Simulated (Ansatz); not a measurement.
Ansatz (an electronic-structure program) input for C3H7ClSi, SMILES [SiH2](C(=C)Cl)C, B3LYP-D3(BJ)/def2-SVP. 

Ansatz 0.2 input:
```yaml
crystal:
  periodic: [false, false, false]
  atoms:
    - {symbol: C, position_ang: [-1.84578494, -0.93230056, -0.33834488]}
    - {symbol: C, position_ang: [-0.79073670, -0.20140148, -0.02307700]}
    - {symbol: Cl, position_ang: [-0.59207250, 0.32804810, 1.62303697]}
    - {symbol: Si, position_ang: [0.60111536, 0.38261378, -1.17438448]}
    - {symbol: C, position_ang: [2.23596010, -0.32661988, -0.52707175]}
    - {symbol: H, position_ang: [-1.98060028, -1.26324053, -1.35327912]}
    - {symbol: H, position_ang: [-2.59938113, -1.22516267, 0.37494618]}
    - {symbol: H, position_ang: [0.29374713, -0.11417805, -2.51977933]}
    - {symbol: H, position_ang: [0.61526418, 1.84799850, -1.14443479]}
    - {symbol: H, position_ang: [2.23437230, -1.41320891, -0.55082953]}
    - {symbol: H, position_ang: [2.41516573, -0.02016691, 0.49990315]}
    - {symbol: H, position_ang: [3.07441880, 0.01647932, -1.12581052]}
basis:
  gaussian:
    orbitals: def2-SVP
hamiltonian:
  xc: b3lyp
  dispersion: d3bj
relax: {f_tol: 0.002, max_steps: 200}
```

Log of the run:

```
WARN ansatz: RAYON_NUM_THREADS=2 ignored (pool sized by the plan → 2); use --threads N
Functional definition: B3LYP
integrals: 0.07 GiB planned
1223 factors; integrals over basis functions are off by at most 6.7e-4 eV
mean field: 0.52 GiB planned
mean field evaluation 1: about -23608.0056 eV, gradient 6.1e1 eV
mean field evaluation 2: about -23602.3334 eV, gradient 7.3e1 eV
mean field evaluation 4: about -23617.2291 eV, gradient 5.2e0 eV
mean field evaluation 8: about -23617.3147 eV, gradient 5.8e-2 eV
mean field evaluation 16: about -23617.3147 eV, gradient 3.1e-5 eV
mean field -23617.31474031 eV, -867.9203083155 hartree, gradient 3.1e-5 eV, S^2 0.000000; 0 other end points of the search recorded, 0 dependent functions left out
the calculation of the forces begins
reference -23617.31500600 eV, -867.9203180793 hartree; 28, 28 occupied and 85, 85 virtual orbitals, 1223 factors
relax step   1: F+E_penalty+E_count = -23617.84746125 eV  Δ(F+E_penalty+E_count) = +0.000e0 eV  max|allowed force component| = 7.618e-1 eV/Å  Δτ_max = 0.0000 Å  (26 SCF iters, accepted)
these checks for a lower state are left out or cut short: starts, cluster_reference, orbital_swaps, neighbouring_geometries, increment
integrals: 0.07 GiB planned
1223 factors; integrals over basis functions are off by at most 7.2e-4 eV
mean field: 0.52 GiB planned
mean field -23617.37285684 eV, -867.9224440587 hartree, gradient 9.8e-6 eV, S^2 0.000000; 0 other end points of the search recorded, 0 dependent functions left out
the calculation of the forces begins
reference -23617.37312465 eV, -867.9224539003 hartree; 28, 28 occupied and 85, 85 virtual orbitals, 1223 factors
relax step   2: F+E_penalty+E_count = -23617.90363353 eV  Δ(F+E_penalty+E_count) = -5.617e-2 eV  max|allowed force component| = 3.240e-1 eV/Å  Δτ_max = 0.0342 Å  (30 SCF iters, accepted)
these checks for a lower state are left out or cut short: starts, cluster_reference, orbital_swaps, neighbouring_geometries, increment
integrals: 0.07 GiB planned
1223 factors; integrals over basis functions are off by at most 7.4e-4 eV
mean field: 0.52 GiB planned
mean field -23617.37857924 eV, -867.9226543528 hartree, gradient 9.8e-6 eV, S^2 0.000000; 0 other end points of the search recorded, 0 dependent functions left out
the calculation of the forces begins
reference -23617.37884728 eV, -867.9226642031 hartree; 28, 28 occupied and 85, 85 virtual orbitals, 1223 factors
relax step   3: F+E_penalty+E_count = -23617.90907504 eV  Δ(F+E_penalty+E_count) = -5.442e-3 eV  max|allowed force component| = 1.631e-1 eV/Å  Δτ_max = 0.0345 Å  (30 SCF iters, accepted)
these checks for a lower state are left out or cut short: starts, cluster_reference, orbital_swaps, neighbouring_geometries, increment
integrals: 0.07 GiB planned
1223 factors; integrals over basis functions are off by at most 7.3e-4 eV
mean field: 0.52 GiB planned
mean field evaluation 32: about -23617.3652 eV, gradient 1.8e-2 eV
mean field -23617.38024731 eV, -867.9227156533 hartree, gradient 1.0e-5 eV, S^2 0.000000; 0 other end points of the search recorded, 0 dependent functions left out
the calculation of the forces begins
reference -23617.38051577 eV, -867.9227255190 hartree; 28, 28 occupied and 85, 85 virtual orbitals, 1223 factors
relax step   4: F+E_penalty+E_count = -23617.91090460 eV  Δ(F+E_penalty+E_count) = -1.830e-3 eV  max|allowed force component| = 4.628e-2 eV/Å  Δτ_max = 0.0527 Å  (29 SCF iters, accepted)
these checks for a lower state are left out or cut short: starts, cluster_reference, orbital_swaps, neighbouring_geometries, increment
integrals: 0.07 GiB planned
1223 factors; integrals over basis functions are off by at most 7.3e-4 eV
mean field: 0.52 GiB planned
mean field -23617.38015943 eV, -867.9227124238 hartree, gradient 9.9e-6 eV, S^2 0.000000; 0 other end points of the search recorded, 0 dependent functions left out
the calculation of the forces begins
reference -23617.38042792 eV, -867.9227222906 hartree; 28, 28 occupied and 85, 85 virtual orbitals, 1223 factors
relax step   5: F+E_penalty+E_count = -23617.91104429 eV  Δ(F+E_penalty+E_count) = -1.397e-4 eV  max|allowed force component| = 4.327e-2 eV/Å  Δτ_max = 0.0192 Å  (30 SCF iters, accepted)
these checks for a lower state are left out or cut short: starts, cluster_reference, orbital_swaps, neighbouring_geometries, increment
integrals: 0.07 GiB planned
1223 factors; integrals over basis functions are off by at most 7.3e-4 eV
mean field: 0.52 GiB planned
mean field -23617.38091466 eV, -867.9227401779 hartree, gradient 1.0e-5 eV, S^2 0.000000; 0 other end points of the search recorded, 0 dependent functions left out
the calculation of the forces begins
reference -23617.38118310 eV, -867.9227500431 hartree; 28, 28 occupied and 85, 85 virtual orbitals, 1223 factors
relax step   6: F+E_penalty+E_count = -23617.91160501 eV  Δ(F+E_penalty+E_count) = -5.607e-4 eV  max|allowed force component| = 1.312e-2 eV/Å  Δτ_max = 0.0125 Å  (25 SCF iters, accepted)
these checks for a lower state are left out or cut short: starts, cluster_reference, orbital_swaps, neighbouring_geometries, increment
integrals: 0.07 GiB planned
1223 factors; integrals over basis functions are off by at most 7.3e-4 eV
mean field: 0.52 GiB planned
mean field -23617.38096449 eV, -867.9227420093 hartree, gradient 9.2e-6 eV, S^2 0.000000; 0 other end points of the search recorded, 0 dependent functions left out
the calculation of the forces begins
reference -23617.38123289 eV, -867.9227518728 hartree; 28, 28 occupied and 85, 85 virtual orbitals, 1223 factors
relax step   7: F+E_penalty+E_count = -23617.91162664 eV  Δ(F+E_penalty+E_count) = -2.163e-5 eV  max|allowed force component| = 6.219e-3 eV/Å  Δτ_max = 0.0050 Å  (23 SCF iters, accepted)
these checks for a lower state are left out or cut short: starts, cluster_reference, orbital_swaps, neighbouring_geometries, increment
integrals: 0.07 GiB planned
1223 factors; integrals over basis functions are off by at most 7.3e-4 eV
mean field: 0.52 GiB planned
mean field -23617.38095894 eV, -867.9227418054 hartree, gradient 3.0e-5 eV, S^2 0.000000; 0 other end points of the search recorded, 0 dependent functions left out
the calculation of the forces begins
reference -23617.38122733 eV, -867.9227516683 hartree; 28, 28 occupied and 85, 85 virtual orbitals, 1223 factors
relax step   8: F+E_penalty+E_count = -23617.91163297 eV  Δ(F+E_penalty+E_count) = -6.328e-6 eV  max|allowed force component| = 4.650e-3 eV/Å  Δτ_max = 0.0020 Å  (20 SCF iters, accepted)
these checks for a lower state are left out or cut short: starts, cluster_reference, orbital_swaps, neighbouring_geometries, increment
integrals: 0.07 GiB planned
1223 factors; integrals over basis functions are off by at most 7.3e-4 eV
mean field: 0.52 GiB planned
mean field evaluation 64: about -23617.3810 eV, gradient 2.8e-5 eV
mean field -23617.38095629 eV, -867.9227417078 hartree, gradient 2.8e-5 eV, S^2 0.000000; 0 other end points of the search recorded, 0 dependent functions left out
the calculation of the forces begins
reference -23617.38122466 eV, -867.9227515704 hartree; 28, 28 occupied and 85, 85 virtual orbitals, 1223 factors
relax step   9: F+E_penalty+E_count = -23617.91163555 eV  Δ(F+E_penalty+E_count) = -2.579e-6 eV  max|allowed force component| = 3.278e-3 eV/Å  Δτ_max = 0.0021 Å  (20 SCF iters, accepted)
these checks for a lower state are left out or cut short: starts, cluster_reference, orbital_swaps, neighbouring_geometries, increment
integrals: 0.07 GiB planned
1223 factors; integrals over basis functions are off by at most 7.3e-4 eV
mean field: 0.52 GiB planned
mean field -23617.38095132 eV, -867.9227415252 hartree, gradient 2.5e-5 eV, S^2 0.000000; 0 other end points of the search recorded, 0 dependent functions left out
the calculation of the forces begins
reference -23617.38121968 eV, -867.9227513874 hartree; 28, 28 occupied and 85, 85 virtual orbitals, 1223 factors
relax step  10: F+E_penalty+E_count = -23617.91163680 eV  Δ(F+E_penalty+E_count) = -1.247e-6 eV  max|allowed force component| = 1.904e-3 eV/Å  Δτ_max = 0.0019 Å  (20 SCF iters, accepted)
integrals: 0.07 GiB planned
1223 factors; integrals over basis functions are off by at most 7.3e-4 eV
mean field: 0.52 GiB planned
mean field -23617.38095132 eV, -867.9227415252 hartree, gradient 2.5e-5 eV, S^2 0.000000; 1 other end points of the search recorded, 0 dependent functions left out
the calculation of the forces begins
reference -23617.38121968 eV, -867.9227513874 hartree; 28, 28 occupied and 85, 85 virtual orbitals, 1223 factors
Total energy: -23617.91190516 eV, -867.9422537190 hartree
Atom 0 at    -1.868383    -0.918328    -0.352135 Å, force    -0.000068     0.001191     0.001383 eV/Å
Atom 1 at    -0.787174    -0.211541    -0.009121 Å, force     0.000929    -0.000442    -0.001904 eV/Å
Atom 2 at    -0.556099     0.277122     1.676963 Å, force    -0.000065     0.000241     0.000360 eV/Å
Atom 3 at     0.605011     0.347772    -1.154386 Å, force    -0.000344    -0.000302     0.000243 eV/Å
Atom 4 at     2.248270    -0.312230    -0.525886 Å, force     0.000323    -0.000065     0.000116 eV/Å
Atom 5 at    -2.008084    -1.220310    -1.394073 Å, force     0.000295     0.000135    -0.000010 eV/Å
Atom 6 at    -2.632935    -1.211493     0.373267 Å, force    -0.000633    -0.000825    -0.000316 eV/Å
Atom 7 at     0.286554    -0.167374    -2.518848 Å, force     0.000029     0.000095     0.000252 eV/Å
Atom 8 at     0.621541     1.838791    -1.183648 Å, force    -0.000212    -0.000131    -0.000172 eV/Å
Atom 9 at     2.259225    -1.413323    -0.545642 Å, force    -0.000073     0.000355    -0.000070 eV/Å
Atom 10 at     2.407473     0.014277     0.513520 Å, force     0.000129    -0.000283     0.000028 eV/Å
Atom 11 at     3.086070     0.055496    -1.139137 Å, force    -0.000311     0.000031     0.000089 eV/Å
Dipole moment:     0.048644    -0.153155    -0.189318 e Å
```

The calculation finished and met its thresholds.
